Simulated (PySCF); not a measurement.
**[Ta(Cl)5] (charge 0, multiplicity 1)**

Calculation: TPSSh-D3(BJ)/def2-TZVP // BP86-D3(BJ)/def2-SVP in PySCF.

```yaml
HOMO: -8.51 eV
dipole_moment: 0.00 D
HOMO–LUMO gap: 4.27 eV
LUMO: -4.24 eV
charge on the central atom (Mulliken): 1.20 e
total_energy: -64177.91 eV
cost: around 9 core-minutes (rough)
```

```xyz
6

Ta    -0.0039    -0.0139    -0.0041
Cl     0.4960    -1.8216     1.3311
Cl    -2.1024     0.1926    -0.9269
Cl     0.7103    -1.2118    -1.8908
Cl     1.5939     1.5900    -0.4189
Cl    -0.7166     1.1846     1.8828
```
Charge 0, spin multiplicity 1.
